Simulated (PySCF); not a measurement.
C3H4BBr.
Bonds: C1–C2, C2–C3 (triple), C3–B4, B4–Br5. Hydrogens: H6, H7, H8 on C1; H9 on B4.

Computed by this run: PBE0-D3(BJ)/def2-SVP geometry optimisation, gas phase (PySCF 2.14.0); density fitting, grid level 1; the optimiser is geomeTRIC in internal coordinates, started from a GFN2-xTB structure with every atom displaced at random (about 0.01 Å).

Geometry at step 0:
```
atom  x, y, z in Å
C1     -1.8500    0.1830    0.0411
C2     -0.4527   -0.0091    0.0611
C3      0.7271   -0.2018    0.0744
B4      2.2595   -0.3933    0.0909
Br5     3.3548    1.0466   -0.2890
H6     -2.1014    1.2691    0.1804
H7     -2.3427   -0.3787    0.8200
H8     -2.2488   -0.1018   -0.9345
H9      2.7119   -1.4312    0.3491
```

Q: What forces act on the atoms?

A: 
```csv
atom,Fx (eV/Å),Fy (eV/Å),Fz (eV/Å)
C1,-0.973,1.578,-0.218
C2,-1.331,0.082,0.024
C3,3.918,-0.453,0.017
B4,-2.457,0.150,0.029
Br5,0.823,0.883,-0.249
H6,0.077,-0.635,-0.043
H7,-0.434,-0.449,0.455
H8,-0.248,-0.199,-0.239
H9,0.625,-0.959,0.225
```

The largest, 3.94 eV/Å, acts on C3; the rms over all components is 1.070 eV/Å. The forces sum to zero within rounding, as they must for an isolated molecule in no field.

Q: Give the force on C3 in Eh/bohr and in nN.

A: 3.944 eV/Å ÷ 51.422 = 0.07670 Eh/bohr, and 3.944 eV/Å × 1.602 = 6.32 nN.

Q: How far is this geometry from the end of the optimisation?

A: 0.182 eV above it, and 0.063 Å rms away after alignment. The bonds farthest from their final lengths, with half the difference of the two atoms' forces along the bond (positive lengthens):

```json
{"bond": "B4–Br5", "now (Å)": "1.849", "final (Å)": "1.911", "force along bond (eV/Å)": "+1.29"}
{"bond": "C3–B4", "now (Å)": "1.544", "final (Å)": "1.500", "force along bond (eV/Å)": "-3.20"}
{"bond": "B4–H9", "now (Å)": "1.161", "final (Å)": "1.204", "force along bond (eV/Å)": "+1.12"}
{"bond": "C1–C2", "now (Å)": "1.411", "final (Å)": "1.447", "force along bond (eV/Å)": "-0.07"}
{"bond": "C2≡C3", "now (Å)": "1.196", "final (Å)": "1.222", "force along bond (eV/Å)": "+2.63"}
{"bond": "C1–H6", "now (Å)": "1.124", "final (Å)": "1.101", "force along bond (eV/Å)": "-1.18"}
```

The angle farthest from its final value is Br5–B4–H9, 120.7° against 116.7°.

Of the 6 listed bonds off by 0.010 Å or more, this force points towards the final length in 5.

The cost below is that of the whole optimisation. Hardware: an Arm Neoverse V1 with one thread, no GPU (shared host). Cost: 26 s of wall time, 0.42 GiB resident at most.
